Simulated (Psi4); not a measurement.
A dimer, Cl2 ··· Cl2 (SMILES ClCl and ClCl); the first 2 atoms form monomer A.

```
4

Cl     1.0067     0.0000     0.0000
Cl    -1.0067     0.0000     0.0000
Cl    -3.8782     0.3767     0.1764
Cl    -4.2655     1.9713     1.3431
```

### Question
What interaction energy does SAPT0/jun-cc-pVDZ, frozen core (Psi4) give, and which attractive term is the largest?

### Answer
Total 8.14 kJ/mol: electrostatics -18.78, exchange 46.76, induction -9.48, dispersion -10.36. The most attractive term is electrostatics.
